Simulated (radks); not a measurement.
Spherical jellium clusters: N electrons in a uniform positive sphere of charge N and radius rs N^(1/3), rs = 3.97 bohr. Calculated with a radial shooting solver with Libxc functionals: non-relativistic Kohn-Sham, exchange-only LDA, spin-polarised, spherical densities. Levels are named by radial order and angular momentum (1s, 1p, 1d, 2s, ...), and open shells are averaged over m.

N = 14, configuration 1s2 1p6 1d(up 5, down 0) 2s(up 1, down 0). This is the lowest configuration that the search found. Occupied and some empty levels:

| level | occupation | eigenvalue (eV) | <r> (bohr) |
|---|---|---|---|
| 1s up | 1 | -4.6109 | 6.239 |
| 1p up | 3 | -3.7066 | 7.388 |
| 1s down | 1 | -3.6733 | 6.024 |
| 1p down | 3 | -2.7017 | 7.204 |
| 1d up | 5 | -2.5659 | 8.291 |
| 2s up | 1 | -2.0184 | 7.264 |
| 1d down | 0 | -1.5043 | 8.313 |
| 1f up | 0 | -1.2692 | 9.270 |
| 2s down | 0 | -1.0356 | 8.224 |
| 2p up | 0 | -0.79173 | 10.22 |
| 1f down | 0 | -0.23077 | 9.915 |
| 2p down | 0 | -0.13420 | 13.37 |

Energy (eV): total -14.3922, kinetic 24.524, external -653.16, Hartree 319.82, exchange-correlation -40.023, background 334.45.

Electron density:

| r (bohr) | n(r) (e/bohr^3) |
|---|---|
| 0.315 | 0.004331 |
| 1.10 | 0.004223 |
| 1.90 | 0.004060 |
| 2.69 | 0.003943 |
| 3.48 | 0.003939 |
| 4.27 | 0.004044 |
| 5.06 | 0.004180 |
| 5.85 | 0.004214 |
| 6.64 | 0.004010 |
| 7.43 | 0.003494 |
| 8.22 | 0.002723 |
| 9.01 | 0.001873 |
| 9.80 | 0.001145 |
| 10.6 | 0.0006418 |
| 11.4 | 0.0003391 |
| 12.2 | 0.0001724 |
| 13.0 | 0.00008465 |
| 13.8 | 0.00004122 |
| 14.6 | 0.00001987 |
| 15.3 | 9.510e-06 |
